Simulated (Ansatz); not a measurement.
## One arrangement of a pair

The pair of Li⁺ (SMILES [Li+], atom 1) and CH3Cl (SMILES CCl, atoms 2–6), both closed shells, in one local arrangement (a lower one may exist), relaxed at PBE0-D4/def2-TZVP:

```
6
angstrom
Li 0.1236 0.2617 -2.7387
C -0.0138 0.0478 0.6866
Cl -0.1129 -0.9255 -0.8337
H -0.1782 -0.6639 1.4903
H -0.7984 0.7976 0.6559
H 0.9797 0.4824 0.7396
```

Computed with Ansatz 0.2.0 (basis: def2-TZVPPD, with def2-QZVPPD for the basis limit); correlated methods freeze the cores. The outer core shell of Li, Na, Mg and K is correlated. B3LYP uses VWN-RPA correlation. Extrapolation: Hartree–Fock as exp(−7.88 √X), correlation as X^−2.97. Interaction energies count from these two fragments, frozen as in the pair, with the counterpoise correction; negative means bound.

Problem. What is the interaction energy by CCSD(T) at an estimated basis limit (MP2 extrapolated from triple and quadruple zeta, plus CCSD(T) − MP2 in triple zeta)? (Judge from chemistry; the value comes from the calculation.)

Solution. Computed: -97.6 kJ/mol. Hartree–Fock alone gives -100.7 kJ/mol at the basis limit. It counts from the two fragments frozen as in the pair.

The same quantity by other methods in triple zeta, and each one's difference from that estimate:
```tsv
method	E_int (kJ/mol)	difference
PBE-D4	-102.5	-4.9
revPBE-D4	-99.7	-2.1
BLYP-D4	-103.1	-5.5
r2SCAN-D4	-95.1	2.5
B97M-V	-97.0	0.6
PBE0-D4	-102.6	-5.0
B3LYP-D4	-104.0	-6.4
HSE06-D4	-102.6	-5.0
wB97X-V	-99.7	-2.1
wB97M-V	-99.6	-2.0
B2PLYP	-99.9	-2.3
HF	-98.0	-0.4
MP2	-92.9	4.7
CCSD	-93.3	4.3
CCSD(T)	-92.6	5.0
```
Differences are method less estimate.

Problem. Which atoms make the shortest contact between the fragments?

Solution. Li1 and Cl3, 2.26 Å apart.

Basis-set superposition shift (counterpoise-corrected less uncorrected): CCSD(T) 1.5; MP2 1.3; HF 0.1; PBE0-D4 0.2; wB97M-V 0.2 kJ/mol.

No T1 diagnostic of these runs exceeds 0.009.

For scale, one of the runs: CCSD(T)/def2-TZVPPD, 161 basis functions, launched by `ansatz run in.yaml --threads 2 --pin off --events-out ev --progress --plain --max-ram 5222MiB`. The run took 21 s on 2 CPU threads (shared host), with 1.2 GiB of host memory at its peak.
